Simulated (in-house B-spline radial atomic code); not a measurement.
Computed with a B-spline radial atomic code. Model: two electrons, singlet ground state, non-relativistic, full CI in B-splines with partial waves to l = 8 (at full coupling up to 3e-4 hartree above the limit, correlation up to 0.6 % small), density held at that of full coupling by Lieb maximisation.

Along the adiabatic connection the electron repulsion is scaled by a coupling λ while a local potential keeps the density fixed. At λ = 0 the system is the Kohn-Sham one and W equals the exchange energy; the exchange-correlation energy is the area under W between 0 and 1. The kinetic energy rises with λ as the electrons avoid each other, with dT/dλ = −λ dW/dλ.

Command:
```bash
python run_ac.py task.json out
```
Settings (lengths in bohr, energies in hartree):
```
potential              coulomb
strength               0.762
lmax                   8
wall_radius            4.46
```

Cost of the run: 6 s on 1 thread of Intel(R) Xeon(R) Processor @ 2.30GHz (shared host).

**W = mean repulsion less Hartree energy, and W of three functionals.**

Given: confinement point charge; nuclear charge 0.762; hard wall radius 4.46 bohr; external potential -Z/r.

Computed: LDA exchange minus exact 68.453 millihartree; SCAN exchange minus exact 0.90388 millihartree.

```tsv
coupling	W xc (hartree)	W xc minus exchange (millihartree)	kinetic minus Kohn-Sham (millihartree)	LDA (PW92) W minus its exchange (millihartree)	PBE W minus its exchange (millihartree)	SCAN W minus its exchange (millihartree)
0	-0.47439	0	0	0	0	0
0.02	-0.47628	-1.894	0.02	-10.19	-2.44	-1.88
0.05	-0.47905	-4.663	0.12	-20.21	-6.05	-4.59
0.12	?	?	?	?	?	?
0.25	-0.49554	-21.152	2.54	-59.62	-27.51	-20.44
0.4	-0.50601	-31.616	5.92	-78.73	-40.81	-30.51
0.6	-0.51796	-43.568	11.86	-98.32	-55.79	-42.15
0.8	-0.52809	-53.7	18.93	-113.84	-68.39	-52.18
1	?	?	?	?	?	?
1.4	-0.55093	-76.54	43.58	-146.98	-96.88	-75.49
2	-0.56662	-92.229	69.99	-169.25	-116.88	-92.13
3	-0.58423	-109.84	113.35	-194.57	-140.18	-111.3
4.5	-0.60056	-126.17	173.55	-218.99	-163.05	-129.2
7	-0.61618	-141.79	261.4	-243.78	-186.56	-145.74
10	-0.62698	-152.59	351.87	-262.08	-204.04	-156.29
```

What belongs in the row 0.12?

W xc (hartree): -0.4852; W xc minus exchange (millihartree): -10.807; kinetic minus Kohn-Sham (millihartree): 0.64; LDA (PW92) W minus its exchange (millihartree): -37.22; PBE W minus its exchange (millihartree): -14.11; SCAN W minus its exchange (millihartree): -10.52.

What belongs in the row 1?

W xc (hartree): -0.53678; W xc minus exchange (millihartree): -62.394; kinetic minus Kohn-Sham (millihartree): 26.73; LDA (PW92) W minus its exchange (millihartree): -126.66; PBE W minus its exchange (millihartree): -79.2; SCAN W minus its exchange (millihartree): -60.93.

What is the PBE exchange minus exact?

18.182 millihartree.

**Energy parts, natural occupations and partial-wave weights.**

Computed: total energy -0.0554 hartree; exchange energy -0.47439 hartree; kinetic part of the DFT correlation energy 0.026728 hartree; initial slope twice GL2 -0.095657 hartree; kinetic part over minus potential part 0.42838; Kohn-Sham kinetic 0.60206 hartree; Lieb Oxford ratio E_xc over LDA exchange 1.2565.

| natural | occupation of the shell (electrons) |
| --- | --- |
| s | 1.9478 |
| p | 0.042808 |
| s | 0.0076077 |
| d | ? |
| p | 0.00039035 |
| f | 0.000121 |

What belongs in the row d?

occupation of the shell (electrons): 0.0010734.

```csv
wave,weight
s,0.97773
p,0.021609
d,?
f,6.7619e-05
g,1.4776e-05
```

What belongs in the row d?

weight: 0.00056751.

What is the correlation energy?

-0.035666 hartree.

What is the Hartree energy?

0.94878 hartree.

Half-way to full coupling W has made 60 % of its drop, against 50 % for a straight line, and second-order (GL2) theory, half the initial slope, overshoots the correlation energy by about 34 %: a marked bend. Over couplings 0 to 1 the errors in E_xc come to about +22 millihartree for LDA, +8.2 millihartree for PBE, +2.0 millihartree for SCAN, so SCAN is nearest. In LDA and PBE the errors of exchange and correlation have opposite signs, so the sum is smaller than the larger of the two.
